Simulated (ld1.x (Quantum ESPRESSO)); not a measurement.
Logarithmic derivatives: aluminium, TM semilocal

Al (Z = 13), norm-conserving Troullier–Martins (semilocal form), made with ld1.x (Quantum ESPRESSO) 7.5 (PBE, non-relativistic). Core [Ne], reference 3s2 3p0 (charge +1). Waves: 3s (bound): rc 2.15 bohr; 3p (bound, empty): rc 2.30 bohr. Local part: the p channel. Core correction: Bessel-smoothed model core inside 1.30 bohr.

The phase is arctan(r·u′/u) with u = r·R(r), unwrapped; energies in Ry, scanned from -3 to 5 Ry. A pole is an energy at which the radial function vanishes at the test radius. The pseudo phase is shifted by a multiple of π to meet the all-electron one at the reference energy, and phase errors are pseudo minus all-electron; the curves can meet again beyond the range given. Levels narrower than the energy grid can be missing from the lists of poles.

```json
{"channel": "s", "radius (bohr)": "2.50", "reference energy (Ry)": "-1.09", "poles, all-electron": "0.41", "poles, pseudo": "0.36", "unbroken range about the reference energy with phases within 0.05 rad": "below 1.9", "phase error 1 Ry above the reference energy (rad)": "-0.005"}
{"channel": "p", "radius (bohr)": "2.50", "reference energy (Ry)": "-0.67", "poles, all-electron": "1.22", "poles, pseudo": "1.16", "unbroken range about the reference energy with phases within 0.05 rad": "below 2.8", "phase error 1 Ry above the reference energy (rad)": "-0.004"}
```

Phases in the p channel:

```
E (Ry)  all-electron  pseudo
 -3.00         1.277   1.275
 -2.52         1.230   1.229
 -2.04         1.157   1.155
 -1.56         1.019   1.017
 -1.08         0.681   0.680
 -0.60        -0.280  -0.280
 -0.12        -1.099  -1.102
  0.36        -1.379  -1.383
  0.84        -1.507  -1.513
  1.32        -1.586  -1.595
  1.80        -1.647  -1.662
  2.28        -1.706  -1.730
  2.76        -1.775  -1.818
  3.24        -1.873  -1.969
  3.72        -2.054  -2.348
  4.20        -2.522  -3.448
  4.68        -3.596  -4.198
```
